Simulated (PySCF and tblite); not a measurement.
Values are calculated unless marked as measured or tabulated.
System: C6H9Si (charge +1), numbered as in [SiH3:1][CH:2]1[CH:3]=[CH:4][CH+:5][CH:6]=[CH:7]1.

Motion: shift of H on C2 from C2 to C3. GFN2-xTB gives an electronic barrier of 28.9 kcal/mol and a reaction energy of 18.6 kcal/mol.

The ion is treated without a counter-ion.

Problem. What does B3LYP/pcSseg-1 + D3(BJ) give on PBE0-D3(BJ)/def2-SVP geometries?

Solution. A barrier of 26.4 kcal/mol, 2.5 below the tight-binding barrier (from unrounded values), a reaction energy of 14.2 kcal/mol and, with GFN2-xTB thermal terms, ΔG‡(298 K) = 23.8 kcal/mol and k = 4.3×10⁻⁵ s⁻¹ (2 equivalent paths).

Problem. And the level of the geometries itself, PBE0-D3(BJ)/def2-SVP?

Solution. 24.8 kcal/mol.

Programs: tblite and PySCF.
